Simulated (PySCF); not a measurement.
# Radial density of Sc (scandium, neutral)

B3LYP, [Ar] 3d1 4s2, 2D determinant. All numbers are calculated (PySCF 2.14, the spin-free X2C one-electron Hamiltonian (Gaussian nucleus), in Sapporo-DKH3-DZP-2012 (6s5p3d1f, 43 functions)).

```json
{"r (bohr)": "0.000978", "4πr²ρ (e/bohr)": "0.09961", "4πr²(ρα − ρβ)": "0.0000"}
{"r (bohr)": "0.00165", "4πr²ρ (e/bohr)": "0.2539", "4πr²(ρα − ρβ)": "0.0000"}
{"r (bohr)": "0.00277", "4πr²ρ (e/bohr)": "0.6467", "4πr²(ρα − ρβ)": "0.0000"}
{"r (bohr)": "0.00465", "4πr²ρ (e/bohr)": "1.608", "4πr²(ρα − ρβ)": "0.0000"}
{"r (bohr)": "0.00783", "4πr²ρ (e/bohr)": "3.795", "4πr²(ρα − ρβ)": "0.0001"}
{"r (bohr)": "0.0132", "4πr²ρ (e/bohr)": "8.282", "4πr²(ρα − ρβ)": "0.0001"}
{"r (bohr)": "0.0221", "4πr²ρ (e/bohr)": "15.67", "4πr²(ρα − ρβ)": "0.0002"}
{"r (bohr)": "0.0373", "4πr²ρ (e/bohr)": "23.26", "4πr²(ρα − ρβ)": "0.0001"}
{"r (bohr)": "0.0627", "4πr²ρ (e/bohr)": "23.85", "4πr²(ρα − ρβ)": "-0.0003"}
{"r (bohr)": "0.105", "4πr²ρ (e/bohr)": "18.41", "4πr²(ρα − ρβ)": "-0.0010"}
{"r (bohr)": "0.177", "4πr²ρ (e/bohr)": "23.01", "4πr²(ρα − ρβ)": "0.0041"}
{"r (bohr)": "0.298", "4πr²ρ (e/bohr)": "23.87", "4πr²(ρα − ρβ)": "0.0453"}
{"r (bohr)": "0.502", "4πr²ρ (e/bohr)": "8.572", "4πr²(ρα − ρβ)": "0.1970"}
{"r (bohr)": "0.844", "4πr²ρ (e/bohr)": "8.753", "4πr²(ρα − ρβ)": "0.4518"}
{"r (bohr)": "1.42", "4πr²ρ (e/bohr)": "5.152", "4πr²(ρα − ρβ)": "0.4808"}
{"r (bohr)": "2.39", "4πr²ρ (e/bohr)": "1.105", "4πr²(ρα − ρβ)": "0.2366"}
{"r (bohr)": "4.01", "4πr²ρ (e/bohr)": "0.5681", "4πr²(ρα − ρβ)": "0.0470"}
{"r (bohr)": "6.75", "4πr²ρ (e/bohr)": "0.06631", "4πr²(ρα − ρβ)": "-0.0004"}
{"r (bohr)": "11.4", "4πr²ρ (e/bohr)": "0.0005963", "4πr²(ρα − ρβ)": "-0.0001"}
```

Densities and radii are taken from the X2C orbitals without a picture-change correction, which distorts them close to the nucleus.
